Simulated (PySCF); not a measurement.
Species: C8H12Si.
SMILES with atom numbers: `[CH3:1][C@@H:2]1[SiH2:3][CH2:4][C:5]2=[C:6]1[CH:7]=[CH:8][CH2:9]2`

Definitions: NICS(0) = −σiso at the ring centroid; NICS(1) = −σiso and NICS(1)zz = −σzz at ±1 Å along the ring normal z. Level: GIAO PBE0/pcSseg-1 (PySCF, non-relativistic, gas phase) on the GFN2-xTB geometry, one conformer.

Ring bond lengths (Å), with Mayer bond orders in brackets: C2–Si3 1.924 (0.87), Si3–C4 1.917 (0.90), C4–C5 1.491 (1.07), C5–C6 1.344 (1.70), C6–C2 1.498 (1.00); C5–C6 1.344 (1.70), C6–C7 1.449 (1.10), C7–C8 1.340 (1.78), C8–C9 1.500 (1.07), C9–C5 1.495 (1.07).

What do the NICS probes read (ppm)?

```
           ring                                                      type  NICS(0)  NICS(1), two faces  NICS(1)zz, two faces  rms pucker (Å)  centre to ring atoms, mean (Å)
C2–Si3–C4–C5–C6  5-membered ring with Si; formal bonds 1 double, 4 single     -1.3         -2.7 / -2.3             0.1 / 1.3            0.02                            1.38
 C5–C6–C7–C8–C9    5-membered carbocycle; formal bonds 2 double, 3 single     -1.5         -5.0 / -4.8           -8.7 / -7.9            0.00                            1.21
```

What can be read from them?

- C2–Si3–C4–C5–C6: mean NICS(1)zz 0.7 ppm, near zero. C2, Si3, C4 have four or more neighbours, and the NICS criterion for π rings isn't applied.
- C5–C6–C7–C8–C9: mean NICS(1)zz -8.3 ppm, shielded. C9 has four or more neighbours; no verdict on aromaticity is drawn.
